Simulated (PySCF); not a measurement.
C3H3 (SMILES [CH]=C=C), doublet, at a GFN2-xTB geometry; PySCF with DF-WB97X/STO-3G.

PySCF was given this input:
```python
from pyscf import gto, scf, dft

mol = gto.Mole()
mol.atom = '''
    C     0.001404   -0.018997    0.109188
    C     0.016848   -0.227990    1.310390
    C    -0.015720    0.212717   -1.222609
    H     0.030126   -0.407665    2.343087
    H     0.899848    0.246266   -1.784816
    H    -0.945169    0.367019   -1.740084
'''
mol.basis = 'sto-3g'
mol.charge = 0
mol.spin = 1
mol.verbose = 4
mol.build()

mf = dft.UKS(mol)
mf.xc = 'wb97x'
mf = mf.density_fit(auxbasis='def2-universal-jkfit')
mf.kernel()
```

It wrote (shortened):

```
PySCF version 2.14.0

[INPUT] verbose = 4
[INPUT] num. atoms = 6
[INPUT] num. electrons = 21
[INPUT] charge = 0
[INPUT] spin (= nelec alpha-beta = 2S) = 1
[INPUT] symmetry False subgroup None
[INPUT] Mole.unit = angstrom
[INPUT] Symbol           X                Y                Z      unit          X                Y                Z       unit  Magmom
[INPUT]  1 C      0.001404000000  -0.018997000000   0.109188000000 AA    0.002653175479  -0.035899127188   0.206335416089 Bohr   0.0
[INPUT]  2 C      0.016848000000  -0.227990000000   1.310390000000 AA    0.031838105747  -0.430838659140   2.476278216369 Bohr   0.0
[INPUT]  3 C     -0.015720000000   0.212717000000  -1.222609000000 AA   -0.029706494678   0.401976872039  -2.310396167428 Bohr   0.0
[INPUT]  4 H      0.030126000000  -0.407665000000   2.343087000000 AA    0.056929889229  -0.770375200571   4.427792716029 Bohr   0.0
[INPUT]  5 H      0.899848000000   0.246266000000  -1.784816000000 AA    1.700466273738   0.465375293792  -3.372813422742 Bohr   0.0
[INPUT]  6 H     -0.945169000000   0.367019000000  -1.740084000000 AA   -1.786110551429   0.693565392512  -3.288282193738 Bohr   0.0

nuclear repulsion = 53.8286038508703
number of shells = 12
number of NR pGTOs = 54
number of NR cGTOs = 18
basis = sto-3g
ecp = {}

******** <class 'pyscf.df.df_jk.DFUKS'> ********
method = DFUKS
initial guess = minao
damping factor = 0
level_shift factor = 0
DIIS = <class 'pyscf.scf.diis.CDIIS'>
diis_start_cycle = 1
diis_space = 8
diis_damp = 0
SCF conv_tol = 1e-09
SCF conv_tol_grad = None
SCF max_cycles = 50
direct_scf = False
number electrons alpha = 11  beta = 10
XC library pyscf.dft.libxc version 7.1.2
    S. Lehtola, C. Steigemann, M. J. T. Oliveira, and M. A. L. Marques,  SoftwareX 7, 1–5 (2018)
XC functionals = wb97x
    J.-D. Chai and M. Head-Gordon,  J. Chem. Phys. 128, 084106 (2008)
radial grids:
    Treutler-Ahlrichs [JCP 102, 346 (1995); DOI:10.1063/1.469408] (M4) radial grids

becke partition: Becke, JCP 88, 2547 (1988); DOI:10.1063/1.454033
pruning grids: <function nwchem_prune>
grids dens level: 3
symmetrized grids: False
atomic radii adjust function: <function treutler_atomic_radii_adjust>
small_rho_cutoff = 0
Set gradient conv threshold to 3.16228e-05
tot grids = 71784
******** <class 'pyscf.df.df.DF'> ********
auxbasis = def2-universal-jkfit
Create RSH-DF object <pyscf.df.df.DF object> for omega=0.3
******** <class 'pyscf.df.df.DF'> ********
auxbasis = auxmol.basis = def2-universal-jkfit
init E= -114.977643347508

cycle= 1 E= -114.512290662514  delta_E= 0.465  |g|= 0.112  |ddm|= 2.43
cycle= 2 E= -114.525627130482  delta_E= -0.0133  |g|= 0.0413  |ddm|= 0.238
cycle= 3 E= -114.527720390836  delta_E= -0.00209  |g|= 0.0272  |ddm|= 0.0856
cycle= 4 E= -114.528511868315  delta_E= -0.000791  |g|= 0.0141  |ddm|= 0.0491
cycle= 5 E= -114.528797554236  delta_E= -0.000286  |g|= 0.00743  |ddm|= 0.0283
cycle= 6 E= -114.528929098996  delta_E= -0.000132  |g|= 0.00283  |ddm|= 0.0247
cycle= 7 E= -114.528960108244  delta_E= -3.1e-05  |g|= 0.00162  |ddm|= 0.012
cycle= 8 E= -114.528976623999  delta_E= -1.65e-05  |g|= 0.000274  |ddm|= 0.0149
cycle= 9 E= -114.52897695208  delta_E= -3.28e-07  |g|= 0.000132  |ddm|= 0.0015
cycle= 10 E= -114.528977038881  delta_E= -8.68e-08  |g|= 4.24e-05  |ddm|= 0.000779
cycle= 11 E= -114.528977048351  delta_E= -9.47e-09  |g|= 9.85e-06  |ddm|= 0.000302
cycle= 12 E= -114.528977048692  delta_E= -3.41e-10  |g|= 2.34e-06  |ddm|= 5.81e-05
Extra cycle  E= -114.5289770487  delta_E= -8.13e-12  |g|= 1.23e-06  |ddm|= 5.36e-06
converged SCF energy = -114.5289770487  <S^2> = 0.79601665  2S+1 = 2.0454991
```
